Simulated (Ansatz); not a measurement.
Basis-set extrapolation for ClFH4N2Si2 (PBE0-D4/def2-TZVP geometry, frozen core, Ansatz 0.2.0). Multiplicity 1, RHF reference.

|  | def2-TZVPP | def2-QZVPP |
| --- | --- | --- |
| HF | -1248.272029 | -1248.313362 |
| MP2 correlation | -1.082660 | -1.175259 |
| CCSD(T) correlation | -1.170695 | not run |

Energies in hartree. Use E(X) = E(∞) + A·exp(−7.88·√X) for Hartree–Fock and E(X) = E(∞) + B·X^(−2.97) for correlation, with X = 3 and 4, and add CCSD(T) minus MP2 of the smaller set to the MP2 limit.

Task: What is the CCSD(T) energy at the basis-set limit?

Result: HF limit: -1248.313362 + (-0.041333) × 0.13774 = -1248.31906. MP2 limit: -1.175259 + (-0.092599) × 0.74074 = -1.24385. Higher-order term: -1.170695 − (-1.082660) = -0.08804. Total: -1249.65095 hartree, 546.7 kJ/mol below CCSD(T)/def2-TZVPP.
